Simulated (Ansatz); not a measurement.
A made-up structure of NH$_{2}$Te, doublet:

```xyz
4
angstrom
N -0.2473 0.1014 -0.0324
Te 1.5101 -0.0886 0.8392
H -0.9452 -0.6118 0.0974
H 2.9041 0.4144 1.6515
```

It is relaxed with PBE-D4/def2-SVP and then PBE0-D4/def2-TZVP (Ansatz 0.2.0). Atoms count as bonded within 1.22 times the sum of their covalent radii (H–H: 0.88 Å). The end point is not checked to be a true minimum.

(1) Does its bonding change? (Judge from chemistry; the calculation decides.)

Results:

(1) Computed: No: no bond forms or breaks.

Where it ends: The first stage lowers the energy by 2.68 eV in 8 steps. It ends as NH₂Te ([NH][TeH]):
```
4
angstrom
N -0.0289 0.2886 0.3244
Te 1.5596 -0.7091 0.8932
H -0.6817 -0.4333 -0.0028
H 2.3727 0.6693 1.3409
```

Labels in which every atom is bracketed show which atoms are joined, not bond orders.

For scale, one of the runs: PBE0-D4/def2-TZVP relaxation, 93 basis functions, launched by `ansatz run in.yaml --threads 2 --pin off --events-out ev --progress --plain --max-ram 4352MiB`. The run took about 20 s on 2 CPU threads of an Intel Xeon Platinum 8259CL (shared host).
